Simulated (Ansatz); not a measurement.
`CC(C)(C)CO` and `[CH3][In]([CH3])[C](C)(C)C` differ in one atom or group.

Ansatz, PBE0-D4/def2-TZVP geometries, multiplicity 1. Each molecule was computed in one conformer, which needn't be the lowest.

Elements past krypton have def2 core potentials.

| property | `CC(C)(C)CO` |
| --- | --- |
| size of the dipole moment (B3LYP/def2-TZVPP) / D | 1.57 |
| HOMO–LUMO gap (PBE0/def2-TZVPP) / eV | 8.55 |
| size of the dipole moment (ωB97M-V/def2-TZVPP) / D | 1.57 |
| HOMO energy (ωB97M-V/def2-TZVPP) / eV | -10.11 |
| LUMO energy (PBE/def2-TZVPP) / eV | 0.02 |
| LUMO energy (PBE0/def2-TZVPP) / eV | 0.85 |

(1) What does the change do to each property? (Estimate.)

## Answers

(1) The calculation gave: 
```
                                          property  `[CH3][In]([CH3])[C](C)(C)C`  shift
  size of the dipole moment (B3LYP/def2-TZVPP) / D                          0.13  -1.44
              HOMO–LUMO gap (PBE0/def2-TZVPP) / eV                          5.24  -3.31
size of the dipole moment (ωB97M-V/def2-TZVPP) / D                          0.14  -1.43
             HOMO energy (ωB97M-V/def2-TZVPP) / eV                         -8.26   1.85
                 LUMO energy (PBE/def2-TZVPP) / eV                         -1.65  -1.67
                LUMO energy (PBE0/def2-TZVPP) / eV                         -0.91  -1.76
```

With PBE0 the HOMO rises by 1.55 eV and the LUMO falls by 1.76 eV, so the gap narrows by about 3.31 eV. PBE moves the HOMO by 1.02 eV and ωB97M-V by 1.85 eV. Dipoles are sizes alone; their direction can turn.

B3LYP here is the variant with VWN-RPA as its local correlation; programs differ in this.
